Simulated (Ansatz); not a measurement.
C3H4N3 (SMILES c1nc[nH+]cn1), charge +1, singlet, at a GFN2-xTB geometry, with bond 9-4 at 2.4 times its length; Ansatz (a program for electronic structure) with SC-NEVPT2/STO-3G, CASSCF(6,5).

Input for Ansatz:
Ansatz 0.2 input:
```yaml
crystal:
  periodic: [false, false, false]
  atoms:
    - {symbol: C, position_ang: [1.34179002, -0.00113979, 0.04276661]}
    - {symbol: N, position_ang: [0.71480882, -1.17123476, 0.02098121]}
    - {symbol: C, position_ang: [-0.58557139, -1.15654827, -0.02044465]}
    - {symbol: N, position_ang: [-1.27810288, 0.00108569, -0.04073672]}
    - {symbol: C, position_ang: [-0.58372107, 1.15754153, -0.01682398]}
    - {symbol: N, position_ang: [0.71668086, 1.17001877, 0.02464438]}
    - {symbol: H, position_ang: [2.42561445, -0.00206046, 0.07731113]}
    - {symbol: H, position_ang: [-1.11943685, -2.10087183, -0.03891457]}
    - {symbol: H, position_ang: [-3.72776344, 0.00316659, -0.11881426]}
    - {symbol: H, position_ang: [-1.11607567, 2.10277080, -0.03233748]}
basis:
  gaussian:
    orbitals: STO-3G
total_charge: 1
magnetization: {spin_polarized: false}
correlation: {method: sc_nevpt2, electrons: all, active_space: {window: {electrons: 6, orbitals: 5}}}
```

Task: What does Ansatz print? Leave out banner, timings and long lists.

Result: 
```
Functional definition: HF
485 factors; integrals over basis functions are off by at most 5.3e-5 eV
mean field evaluation 1: about -7483.8269 eV, gradient 3.4e1 eV
mean field evaluation 2: about -7484.1035 eV, gradient 3.4e1 eV
mean field evaluation 4: about -7488.8323 eV, gradient 4.5e0 eV
mean field evaluation 8: about -7489.0118 eV, gradient 1.4e-1 eV
mean field -7489.00356823 eV, -275.2158049036 hartree, gradient 1.2e-6 eV, S^2 0.000000; 0 other end points of the search recorded, 0 dependent functions left out; unrestricted orbitals would lower it
reference -7489.00356823 eV, -275.2158049036 hartree; 21, 21 occupied and 13, 13 virtual orbitals, 485 factors
state -7492.67876395 eV, -275.3508658551 hartree
state -7492.67876395 eV, -275.3508658551 hartree; corrected -7501.48687614 eV, -275.6745580076 hartree
Total energy: -7501.48687614 eV, -275.6745580076 hartree
```
